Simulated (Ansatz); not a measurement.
Geometry optimisation, RKS B3LYP-D4/6-31G (Ansatz 0.2.0).

Input file:

```yaml
crystal:
  periodic: [false, false, false]
  atoms:
    - { symbol: F, position_ang: [-0.1121, 0.0255, -1.7281] }
    - { symbol: C, position_ang: [0.1543, 0.4168, -0.4404] }
    - { symbol: Al, position_ang: [0.8976, -1.1813, 0.4635] }
    - { symbol: C, position_ang: [-0.9909, 0.9391, 0.2665] }
    - { symbol: S, position_ang: [-1.7012, 2.1361, -0.1723] }
    - { symbol: H, position_ang: [0.9454, 1.2194, -0.4541] }
    - { symbol: H, position_ang: [2.4065, -1.6675, 0.0211] }
    - { symbol: H, position_ang: [-0.035, -2.3424, 0.867] }
    - { symbol: H, position_ang: [-1.476, 0.408, 1.1596] }
basis:
  gaussian: { orbitals: "6-31G" }
hamiltonian:
  xc: b3lyp
  dispersion: d4
relax:
  f_tol: 0.015
  max_steps: 40
output:
  orbitals: {}
```

Run as:

```bash
$ ansatz run input.yaml --threads 1 --pin off --max-ram 2048MiB --backend cpu --events-out ev --progress --plain --runs-dir out
```

Q: Where does it end, and by what steps?

A: The forces met the threshold. Limits of this set-up: no polarisation functions. After 19 steps the energy has fallen by 2.556 eV; S5 moved furthest, 1.48 Å. The start is strongly strained (largest force component 11 eV/Å). Joined: F1–Al3.

```
step  energy less start (eV)  largest force component (eV/Å)  accepted
   0                  0.0000                          11.224       yes
   1                 -1.5122                           4.372       yes
   2                 -1.8463                           1.357       yes
   3                 -1.8536                           0.614       yes
   4                 -1.9014                           0.346       yes
   5                 -1.9231                           0.336       yes
   6                 -1.9618                           0.632       yes
   7                 -2.0475                           0.566       yes
   8                 -2.1307                           1.006       yes
   9                 -2.2082                           1.061       yes
  10                 -2.3347                           0.990       yes
  11                 -2.4419                           0.784       yes
  12                 -2.5039                           0.574       yes
  13                 -2.5288                           0.655       yes
  14                 -2.5351                           0.614       yes
  15                 -2.5496                           0.219       yes
  16                 -2.5534                           0.068       yes
  17                 -2.5556                           0.036       yes
  18                 -2.5559                           0.018       yes
  19                 -2.5560                           0.011       yes
```

```xyz
9
Properties=species:S:1:pos:R:3
F 0.328 -0.084 -1.439
C 0.330 0.601 0.004
Al 0.749 -1.406 -0.011
C -0.955 1.108 0.370
S -2.447 0.875 -0.375
H 1.175 1.290 -0.024
H 2.299 -1.758 -0.097
H -0.486 -2.363 0.259
H -0.904 1.692 1.295
```

Run time: 29 s on 1 thread of AMD EPYC 9R45 96-Core Processor (Zen 5), with other jobs on the host, peak memory 0.18 GiB.
